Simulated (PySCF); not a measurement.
C₄H₇O₂, multiplicity 2. Atoms are numbered in the order given.

```xyz
13

C      0.5858     1.2716     0.1036
C      1.3997     0.0447    -0.1701
O      0.6342    -1.0027    -0.7579
C     -0.5231    -1.2440     0.0216
C     -1.3921     0.0061     0.0852
O     -0.6668     1.1161     0.6307
H      1.0739     2.1960     0.4526
H      1.8637    -0.3423     0.7855
H      2.2361     0.2801    -0.8598
H     -1.0800    -2.0765    -0.4548
H     -0.2431    -1.5595     1.0595
H     -1.7340     0.2682    -0.9423
H     -2.2773    -0.1432     0.7351
```
Charge 0, spin multiplicity 2.

The structure is a stationary point at PBE-D3(BJ)/def2-SVP. The isomer is the one that the SMILES or the coordinates give; other isomers of the formula were not compared. One conformer was computed; it need not be the lowest.

Calculation: PySCF with M06-2X/def2-TZVP.

ESP charges are fitted to the potential on shells at 1.4 to 2.0 van der Waals radii. Atomic charges (e):

```
atom  Mulliken  Löwdin  meta-Löwdin  ESP fit  Mulliken spin
----  --------  ------  -----------  -------  -------------
C1       -0.11   -0.28        -0.01    -0.17           0.91
C2       -0.09   -0.35        -0.01     0.11          -0.06
O3       -0.30    0.15        -0.41    -0.36           0.01
C4       -0.13   -0.33         0.00     0.00          -0.01
C5       -0.08   -0.31         0.00     0.03           0.02
O6       -0.25    0.20        -0.35    -0.24           0.08
H7        0.14    0.13         0.12     0.14          -0.03
H8        0.13    0.13         0.08     0.06           0.06
H9        0.14    0.14         0.13     0.08           0.01
H10       0.14    0.14         0.12     0.09           0.00
H11       0.13    0.13         0.09     0.09           0.00
H12       0.13    0.13         0.10     0.09           0.01
H13       0.14    0.13         0.12     0.07           0.00
```

Computed Mayer and Wiberg (Löwdin basis) orders of the bonds:
```
bond    Mayer  Wiberg
------  -----  ------
C1–C2    0.96    1.37
C2–O3    0.96    1.45
O3–C4    0.97    1.47
C4–C5    0.95    1.26
C1–O6    1.11    1.69
C5–O6    0.91    1.40
C1–H7    0.97    0.90
C2–H8    0.96    0.85
C2–H9    0.96    0.87
C4–H10   0.96    0.87
C4–H11   0.98    0.87
C5–H12   0.97    0.87
C5–H13   0.96    0.88
```
